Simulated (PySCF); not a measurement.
1,2-difluorocyclopenta-1,3-diene (C5H4F2), SMILES FC1=C(F)CC=C1. Heavy atoms are numbered as in [F:1][C:2]1=[C:3]([F:4])[CH2:5][CH:6]=[CH:7]1. Hydrogens are named by the atom that carries them.

The structure is a stationary point at B3LYP-D3(BJ)/def2-SVP. The values are those of a single conformer.

Computed with B3LYP/pcSseg-1 (PySCF).

GIAO shieldings, no solvent; atoms alike by connectivity are averaged. δ = σ(ref) − σ: ¹⁹F against CFCl3 (σ = 161.7 ppm); ¹³C against TMS (σ = 181.3 ppm); ¹H against TMS (σ = 31.68 ppm), references at their B3LYP-D3(BJ)/def2-TZVP geometries, non-relativistic.

Problem. Estimate the chemical shifts. (The exact figures need the calculation; the answer reports its results.)

Solution. 
```csv
nucleus,atoms,count,δ (ppm)
¹⁹F,F4,1,-162.2
¹⁹F,F1,1,-164.5
¹³C,C3,1,157.3
¹³C,C2,1,153.8
¹³C,C7 (CH),1,139.0
¹³C,C6 (CH),1,129.0
¹³C,C5 (CH2),1,40.8
¹H,H on C7,1,6.71
¹H,H on C6,1,6.14
¹H,H on C5,2,3.34
```
